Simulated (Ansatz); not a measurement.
`[F][SbH][SiH3]` + NH₃ → `[NH2][SbH][SiH3]` + H–F at 600 K and 1 bar (ligand exchange at the Sb–F bond).

Gas-phase electronic energies from Ansatz, PBE0-D4/def2-TZVP geometries. CCSD(T)/CBS is the MP2 limit (def2-TZVPP, def2-QZVPP) plus CCSD(T) − MP2 in def2-TZVPP, frozen cores. This one scheme is used for every species. Elements past krypton have def2 core potentials. For Sb outer-core shells are correlated without core-valence functions, which leaves a few kJ/mol of doubt a bond. Each species was taken in one conformer, which may not be the lowest.

| species | CCSD(T)/CBS energy (Eh) | H − E (kJ/mol) | S (J/(mol·K)) |
| --- | --- | --- | --- |
| `[F][SbH][SiH3]` | -631.30007 | 136.3 | 403.1 |
| NH₃ | -56.50880 | 112.4 | 219.5 |
| `[NH2][SbH][SiH3]` | -587.39549 | 206.7 | 427.9 |
| H–F | -100.39570 | 42.3 | 194.0 |

H − E and S are ideal-gas, rigid-rotor, harmonic terms from PBE0-D4/def2-TZVP, for one conformer and one mirror image of each species. 1 Eh = 2625.50 kJ/mol, R = 8.31446 J/(mol·K).

**Question.** By hand: ΔE, ΔH, ΔS and ΔG.

**Answer.** ΔE = (-587.39549) + (-100.39570) − (-631.30007) − (-56.50880) = 0.01768 Eh = 46.4 kJ/mol. Δ(H − E) = 206.7 + 42.3 − 136.3 − 112.4 = 0.3, so ΔH = 46.7 kJ/mol. ΔS = 427.9 + 194.0 − 403.1 − 219.5 = -0.7 J/(mol·K). ΔG = 46.7 − 600 × (-0.7)/1000 = 47.1 kJ/mol.

**Question.** By hand: the equilibrium constant, and the temperature at which ΔG would vanish if ΔH and ΔS stayed fixed.

**Answer.** log₁₀ K = −ΔG/(RT ln 10) = -4.1. ΔH and −TΔS have one sign here, so there is no such temperature.

The number of gas molecules stays the same, so ΔS is small and ΔH decides. A doubt of 5 kJ/mol in ΔE shifts log₁₀ K by 0.4 here. Other conformers and mirror images would add mixing entropy, several J/(mol·K) or more a flexible species. These are equilibria of isolated gas molecules and say nothing of rates. Largest T1 diagnostic: 0.014 (customary marks: 0.02 for closed shells, 0.045 for open ones).

ΔS is within the doubt of such terms, so its sign, and with it that verdict, could turn.
